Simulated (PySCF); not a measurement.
Adding and removing an electron: LiI

PBE; Li def2-SVPD, I def2-SVPD with ECP28; scalar-relativistic core potentials (PySCF 2.14). Neutral (UKS): singlet (closed shell), Re = 2.399 Å, ωe = 487 cm⁻¹, De = 3.76 eV, HOMO -5.28 eV, LUMO -2.05 eV.

LiI⁻ (UKS): doublet (σ ↑), Re = 2.571 Å, ωe = 344 cm⁻¹, De = 1.26 eV to Li + I⁻. The energies at the minima are -305.24968 hartree for LiI and -305.27895 for LiI⁻.

**Question.** Work out the adiabatic electron affinity, without and with harmonic zero-point energies (1 hartree = 27.2114 eV, 1 eV = 8065.5 cm⁻¹), and the change of the bond length.

**Answer.** At PBE: 0.02927 hartree = 0.796 eV between the minima; the zero-point term (487.0 − 344.0)/2 cm⁻¹ = +0.009 eV makes it 0.805 eV. Re changes by +17.2 pm against the neutral. The electron enters a σ orbital; in so polar a molecule the change of length follows mostly from the change of the ionic charges.

These are scalar-relativistic numbers at best; spin–orbit coupling would shift them, the dissociation energy most. For an ion De counts to the pair picked by the measured ionisation energies or electron affinities, which need not be the lowest pair at this level. The highest Kohn–Sham level is positive in this anion. Much of that is self-interaction error, but it also means that the finite basis helps to hold the extra electron. States were picked by a PBE0 search and need not be the measured ground states.
